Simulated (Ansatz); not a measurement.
`S[SiH]1CC1` + H₂ → `C1C[SiH2]1` + H₂S at 700 K and 1 bar (hydrogenolysis of the Si–S bond).

Computed with Ansatz on PBE0-D4/def2-TZVP structures; ΔE is electronic, products minus reactants. CBS: MP2 limit from def2 TZ/QZ plus the TZ coupled-cluster correction, frozen cores. This one scheme is used for every species. Each species was taken in one conformer, which may not be the lowest.

```json
{"species": "`S[SiH]1CC1`", "CCSD(T)/CBS energy (Eh)": "-766.55961", "H − E (kJ/mol)": "258.9", "S (J/(mol·K))": "426.6"}
{"species": "H₂", "CCSD(T)/CBS energy (Eh)": "-1.17544", "H − E (kJ/mol)": "46.8", "S (J/(mol·K))": "155.3"}
{"species": "`C1C[SiH2]1`", "CCSD(T)/CBS energy (Eh)": "-368.74760", "H − E (kJ/mol)": "239.2", "S (J/(mol·K))": "354.1"}
{"species": "H₂S", "CCSD(T)/CBS energy (Eh)": "-398.97279", "H − E (kJ/mol)": "64.8", "S (J/(mol·K))": "236.9"}
```

H − E and S are ideal-gas, rigid-rotor, harmonic terms from PBE0-D4/def2-TZVP, for one conformer and one mirror image of each species. The MP2-based limit puts H₂ 0.8 mEh under its directly extrapolated value; such offsets cancel only in part. 1 Eh = 2625.50 kJ/mol, R = 8.31446 J/(mol·K).

Q: By hand: ΔE, ΔH, ΔS and ΔG.

A: ΔE = (-368.74760) + (-398.97279) − (-766.55961) − (-1.17544) = 0.01466 Eh = 38.5 kJ/mol. Δ(H − E) = 239.2 + 64.8 − 258.9 − 46.8 = -1.7, so ΔH = 36.8 kJ/mol. ΔS = 354.1 + 236.9 − 426.6 − 155.3 = 9.1 J/(mol·K). ΔG = 36.8 − 700 × (9.1)/1000 = 30.4 kJ/mol.

Q: By hand: the equilibrium constant, and the temperature at which ΔG would vanish if ΔH and ΔS stayed fixed.

A: log₁₀ K = −ΔG/(RT ln 10) = -2.3. ΔG = 0 at ΔH/ΔS = 4044 K, far beyond where these terms or the molecules hold.

The number of gas molecules stays the same, so ΔS is small and ΔH decides. A doubt of 5 kJ/mol in ΔE shifts log₁₀ K by 0.4 here. Other conformers and mirror images would add mixing entropy, several J/(mol·K) or more a flexible species. These are equilibria of isolated gas molecules and say nothing of rates. Largest T1 diagnostic: 0.011 (customary marks: 0.02 for closed shells, 0.045 for open ones).
